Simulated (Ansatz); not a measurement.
Level of theory: PBE0-D4/def2-TZVP run with Ansatz (an electronic-structure program). No frequencies were computed at this level.

Ansatz 0.2 input:
```yaml
crystal:
  periodic: [false, false, false]
  atoms:
    - { symbol: O, position_ang: [1.308505, -0.391661, 0.759231] }
    - { symbol: C, position_ang: [0.523215, 0.446561, 0.433896] }
    - { symbol: O, position_ang: [-0.704479, 0.417138, 0.044946] }
    - { symbol: H, position_ang: [-1.127236, -0.472035, -0.010356] }
basis:
  gaussian: { orbitals: def2-tzvp }
hamiltonian:
  xc: pbe0
  dispersion: d4
relax:
  max_steps: 150
magnetization:
  spin_polarized: true
  initial_magnetization: 1
```

Output:

```
Functional definition: PBE0
526 factors; their error is unknown
mean field evaluation 1: about -5138.3931 eV, gradient 3.5e1 eV
mean field evaluation 2: about -5132.2084 eV, gradient 5.5e1 eV
mean field evaluation 4: about -5142.1826 eV, gradient 2.8e0 eV
mean field evaluation 8: about -5142.2101 eV, gradient 5.4e-2 eV
mean field evaluation 16: about -5142.2258 eV, gradient 7.5e-5 eV
mean field -5142.22580947 eV, -188.9733129721 hartree, gradient 7.5e-5 eV, S^2 0.754036; 0 other end points of the search recorded, 0 dependent functions left out
reference -5142.22582940 eV, -188.9733137044 hartree; 12, 11 occupied and 87, 88 virtual orbitals, 526 factors
relax step   1: F+E_penalty+E_count = -5142.25418268 eV  Δ(F+E_penalty+E_count) = +0.000e0 eV  max|allowed force component| = 1.597e0 eV/Å  Δτ_max = 0.0000 Å  (30 SCF iters, accepted)
these checks for a lower state are left out or cut short: starts, cluster_reference, orbital_swaps, neighbouring_geometries, increment
526 factors; their error is unknown
mean field -5142.25607510 eV, -188.9744252134 hartree, gradient 2.0e-5 eV, S^2 0.753926; 0 other end points of the search recorded, 0 dependent functions left out
reference -5142.25609502 eV, -188.9744259456 hartree; 12, 11 occupied and 87, 88 virtual orbitals, 526 factors
relax step   2: F+E_penalty+E_count = -5142.28446979 eV  Δ(F+E_penalty+E_count) = -3.029e-2 eV  max|allowed force component| = 8.022e-1 eV/Å  Δτ_max = 0.0234 Å  (35 SCF iters, accepted)
these checks for a lower state are left out or cut short: starts, cluster_reference, orbital_swaps, neighbouring_geometries, increment
526 factors; their error is unknown
mean field -5142.27873641 eV, -188.9752580014 hartree, gradient 1.3e-5 eV, S^2 0.753871; 0 other end points of the search recorded, 0 dependent functions left out
reference -5142.27875628 eV, -188.9752587315 hartree; 12, 11 occupied and 87, 88 virtual orbitals, 526 factors
relax step   3: F+E_penalty+E_count = -5142.30715511 eV  Δ(F+E_penalty+E_count) = -2.269e-2 eV  max|allowed force component| = 6.844e-2 eV/Å  Δτ_max = 0.0491 Å  (36 SCF iters, accepted)
these checks for a lower state are left out or cut short: starts, cluster_reference, orbital_swaps, neighbouring_geometries, increment
526 factors; their error is unknown
mean field evaluation 32: about -5142.2635 eV, gradient 7.4e-1 eV
mean field -5142.27954959 eV, -188.9752878850 hartree, gradient 2.1e-5 eV, S^2 0.753867; 0 other end points of the search recorded, 0 dependent functions left out
reference -5142.27956943 eV, -188.9752886142 hartree; 12, 11 occupied and 87, 88 virtual orbitals, 526 factors
relax step   4: F+E_penalty+E_count = -5142.30798325 eV  Δ(F+E_penalty+E_count) = -8.281e-4 eV  max|allowed force component| = 2.646e-2 eV/Å  Δτ_max = 0.0147 Å  (35 SCF iters, accepted)
these checks for a lower state are left out or cut short: starts, cluster_reference, orbital_swaps, neighbouring_geometries, increment
526 factors; their error is unknown
mean field -5142.27957095 eV, -188.9752886702 hartree, gradient 2.1e-5 eV, S^2 0.753872; 0 other end points of the search recorded, 0 dependent functions left out
reference -5142.27959080 eV, -188.9752893995 hartree; 12, 11 occupied and 87, 88 virtual orbitals, 526 factors
relax step   5: F+E_penalty+E_count = -5142.30800241 eV  Δ(F+E_penalty+E_count) = -1.916e-5 eV  max|allowed force component| = 9.369e-3 eV/Å  Δτ_max = 0.0014 Å  (38 SCF iters, accepted)
526 factors; their error is unknown
mean field evaluation 64: about -5142.2796 eV, gradient 4.2e-3 eV
mean field -5142.27957095 eV, -188.9752886702 hartree, gradient 2.1e-5 eV, S^2 0.753872; 1 other end points of the search recorded, 0 dependent functions left out
reference -5142.27959080 eV, -188.9752893995 hartree; 12, 11 occupied and 87, 88 virtual orbitals, 526 factors
Total energy: -5142.30802226 eV, -188.9763342364 hartree
Atom 0 at     1.251431    -0.414866     0.743116 Å, force    -0.006532     0.008661    -0.002857 eV/Å
Atom 1 at     0.524626     0.459924     0.433127 Å, force     0.001790    -0.009369     0.001408 eV/Å
Atom 2 at    -0.729527     0.438635     0.035060 Å, force     0.005308     0.003003     0.001425 eV/Å
Atom 3 at    -1.046525    -0.483690     0.016414 Å, force    -0.000566    -0.002296     0.000024 eV/Å
Dipole moment:    -0.381163    -0.163583    -0.106936 e Å
```

Cost: around 12 core-seconds (rough).
